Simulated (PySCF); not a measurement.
A structure optimised at PBE-D3(BJ)/def2-SVP, used in a PySCF frequency run:

```
C
C 1 1.3477
H 2 1.1045 1 122.87
H 1 1.1046 2 119.66 3 180.00
H 2 1.1063 3 115.35 1 180.00
In 1 2.1480 4 117.67 2 180.00
H 6 1.7312 1 133.33 4 180.00
Br 6 2.5293 7 114.04 1 180.00
```
Charge 0, spin multiplicity 1.

### Question
Write its SMILES, formula and point group.

### Answer
C=[CH][InH][Br], C₂H₄BrIn, Cs

### Question
What are its rotational constants (standard atomic weights)?

### Answer
6.8611, 0.97670, 0.85499 GHz
